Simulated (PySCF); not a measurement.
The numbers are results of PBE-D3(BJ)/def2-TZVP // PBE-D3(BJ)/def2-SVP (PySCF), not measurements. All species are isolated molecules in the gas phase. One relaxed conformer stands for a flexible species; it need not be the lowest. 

Reference species: [Cd(CH3)(Br)] (neutral, multiplicity 1).

```
Property                                                        Result
------------------------------------------------------------  --------
LUMO                                                          -1.83 eV
coordination number                                                  2
mean distance from the central atom to its bonded neighbours   2.278 Å
```

Changed species: [Cd(CH3)2] (0 of 2 CH3 replaced by Br; the reference has 1 of 2 CH3 replaced by Br).

**Question.** Give the shifts of the LUMO, coordination number and mean distance from the central atom to its bonded neighbours.

**Answer.** the LUMO goes up by 1.13 eV, to -0.70 eV; the coordination number hardly moves; the mean distance from the central atom to its bonded neighbours falls by 0.152 Å, to 2.126 Å.
